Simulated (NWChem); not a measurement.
# InCl3; SMILES [In]([Cl])([Cl])[Cl]

```xyz
4

In     0.0000     0.0000     0.0000
Cl     1.6099    -1.6718     0.0000
Cl    -2.2528    -0.5583     0.0000
Cl     0.6429     2.2301     0.0000
```
Atoms are numbered in this order, from 1.

Level: PBE0/def2-SVP with def2 effective core potentials on In (NWChem), optimised geometry, unscaled harmonic frequencies. def2 effective core potentials on In; no spin-orbit coupling.

**Question.** List the harmonic frequencies with IR intensities, and the thermochemistry.

**Answer.** 
| frequency (cm⁻¹) | IR intensity (km/mol) |
|---|---|
| 94 | 9.4 |
| 94 | 9.4 |
| 100 | 14.6 |
| 347 | 0.0 |
| 405 | 59.6 |
| 405 | 59.6 |

zero-point energy: 2.1 kcal/mol
thermal correction to the enthalpy at 298.15 K (with zero-point energy): 6.4 kcal/mol
heat capacity Cv: 16.3 cal/(mol K)
entropy at 298.15 K and 1 atm (symmetry number 6): 81.3 cal/(mol K)

Rigid rotor and harmonic oscillator; modes under 100 cm⁻¹ make the entropy uncertain.
